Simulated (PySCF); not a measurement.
C3H4O2Si, SMILES O=C1C=C[SiH2]O1. Atoms are numbered in the order given.

```xyz
10

O     -0.3783    -2.3047     0.0000
C     -0.1169    -1.1250     0.0000
C      1.2669    -0.5282     0.0000
C      1.3485     0.8228     0.0000
Si    -0.4250     1.4366     0.0000
O     -1.0924    -0.1484     0.0000
H      2.1163    -1.2298     0.0000
H      2.3059     1.3651     0.0000
H     -0.8486     2.1797    -1.2305
H     -0.8486     2.1797     1.2305
```
Charge 0, spin multiplicity 1.

Coordinates come from a PBE-D3(BJ)/def2-SVP optimisation. The structure was generated by enumeration, and PubChem lists no compound with its InChIKey, so it may never have been made.

The numbers are results of PBE-D3(BJ)/def2-SVP (PySCF), not measurements.

Frequencies are harmonic and unscaled.

Problem. Give all harmonic wavenumbers and intensities. (The exact figures need the calculation; the answer reports its results.)

Solution. 
```json
[
 {"mode": "1", "ν (cm⁻¹)": "150", "IR (km/mol)": "0.0", "Raman (Å⁴/amu)": "0.3", "depolarisation": "0.75", "moving atoms (share of kinetic energy)": "O 71 %, H 13 %, Si 8 %"},
 {"mode": "2", "ν (cm⁻¹)": "257", "IR (km/mol)": "2.1", "Raman (Å⁴/amu)": "2.1", "depolarisation": "0.75", "moving atoms (share of kinetic energy)": "C 56 %, H 35 %"},
 {"mode": "3", "ν (cm⁻¹)": "450", "IR (km/mol)": "1.5", "Raman (Å⁴/amu)": "0.8", "depolarisation": "0.13", "moving atoms (share of kinetic energy)": "O 62 %, C 20 %, Si 12 %"},
 {"mode": "4", "ν (cm⁻¹)": "491", "IR (km/mol)": "19.6", "Raman (Å⁴/amu)": "6.7", "depolarisation": "0.49", "moving atoms (share of kinetic energy)": "Si 44 %, O 26 %, C 25 %"},
 {"mode": "5", "ν (cm⁻¹)": "541", "IR (km/mol)": "4.0", "Raman (Å⁴/amu)": "11.8", "depolarisation": "0.75", "moving atoms (share of kinetic energy)": "H 76 %, C 14 %"},
 {"mode": "6", "ν (cm⁻¹)": "587", "IR (km/mol)": "8.8", "Raman (Å⁴/amu)": "1.4", "depolarisation": "0.58", "moving atoms (share of kinetic energy)": "C 49 %, O 28 %, Si 18 %"},
 {"mode": "7", "ν (cm⁻¹)": "643", "IR (km/mol)": "28.6", "Raman (Å⁴/amu)": "9.8", "depolarisation": "0.75", "moving atoms (share of kinetic energy)": "H 84 %, Si 8 %"},
 {"mode": "8", "ν (cm⁻¹)": "681", "IR (km/mol)": "35.3", "Raman (Å⁴/amu)": "2.2", "depolarisation": "0.75", "moving atoms (share of kinetic energy)": "H 49 %, C 41 %"},
 {"mode": "9", "ν (cm⁻¹)": "705", "IR (km/mol)": "14.8", "Raman (Å⁴/amu)": "11.6", "depolarisation": "0.64", "moving atoms (share of kinetic energy)": "H 61 %, C 35 %"},
 {"mode": "10", "ν (cm⁻¹)": "754", "IR (km/mol)": "1.0", "Raman (Å⁴/amu)": "13.9", "depolarisation": "0.10", "moving atoms (share of kinetic energy)": "C 42 %, O 34 %, H 14 %, Si 10 %"},
 {"mode": "11", "ν (cm⁻¹)": "811", "IR (km/mol)": "49.6", "Raman (Å⁴/amu)": "1.1", "depolarisation": "0.75", "moving atoms (share of kinetic energy)": "C 56 %, H 39 %"},
 {"mode": "12", "ν (cm⁻¹)": "843", "IR (km/mol)": "87.0", "Raman (Å⁴/amu)": "5.6", "depolarisation": "0.69", "moving atoms (share of kinetic energy)": "H 37 %, C 24 %, O 21 %, Si 18 %"},
 {"mode": "13", "ν (cm⁻¹)": "906", "IR (km/mol)": "88.8", "Raman (Å⁴/amu)": "4.1", "depolarisation": "0.67", "moving atoms (share of kinetic energy)": "O 67 %, C 14 %, H 14 %"},
 {"mode": "14", "ν (cm⁻¹)": "938", "IR (km/mol)": "111.8", "Raman (Å⁴/amu)": "22.9", "depolarisation": "0.67", "moving atoms (share of kinetic energy)": "H 93 %"},
 {"mode": "15", "ν (cm⁻¹)": "971", "IR (km/mol)": "0.3", "Raman (Å⁴/amu)": "0.3", "depolarisation": "0.75", "moving atoms (share of kinetic energy)": "H 77 %, C 23 %"},
 {"mode": "16", "ν (cm⁻¹)": "1019", "IR (km/mol)": "83.3", "Raman (Å⁴/amu)": "11.4", "depolarisation": "0.66", "moving atoms (share of kinetic energy)": "H 80 %, C 12 %"},
 {"mode": "17", "ν (cm⁻¹)": "1167", "IR (km/mol)": "136.8", "Raman (Å⁴/amu)": "11.0", "depolarisation": "0.18", "moving atoms (share of kinetic energy)": "C 57 %, H 31 %, O 11 %"},
 {"mode": "18", "ν (cm⁻¹)": "1264", "IR (km/mol)": "23.1", "Raman (Å⁴/amu)": "2.6", "depolarisation": "0.29", "moving atoms (share of kinetic energy)": "H 51 %, C 47 %"},
 {"mode": "19", "ν (cm⁻¹)": "1575", "IR (km/mol)": "5.3", "Raman (Å⁴/amu)": "24.3", "depolarisation": "0.13", "moving atoms (share of kinetic energy)": "C 94 %"},
 {"mode": "20", "ν (cm⁻¹)": "1816", "IR (km/mol)": "318.6", "Raman (Å⁴/amu)": "46.2", "depolarisation": "0.37", "moving atoms (share of kinetic energy)": "C 64 %, O 36 %"},
 {"mode": "21", "ν (cm⁻¹)": "2193", "IR (km/mol)": "83.6", "Raman (Å⁴/amu)": "270.8", "depolarisation": "0.09", "moving atoms (share of kinetic energy)": "H 98 %"},
 {"mode": "22", "ν (cm⁻¹)": "2197", "IR (km/mol)": "98.9", "Raman (Å⁴/amu)": "121.3", "depolarisation": "0.75", "moving atoms (share of kinetic energy)": "H 95 %"},
 {"mode": "23", "ν (cm⁻¹)": "3122", "IR (km/mol)": "0.9", "Raman (Å⁴/amu)": "118.2", "depolarisation": "0.56", "moving atoms (share of kinetic energy)": "H 92 %, C 8 %"},
 {"mode": "24", "ν (cm⁻¹)": "3147", "IR (km/mol)": "0.9", "Raman (Å⁴/amu)": "160.8", "depolarisation": "0.18", "moving atoms (share of kinetic energy)": "H 91 %, C 9 %"}
]
```
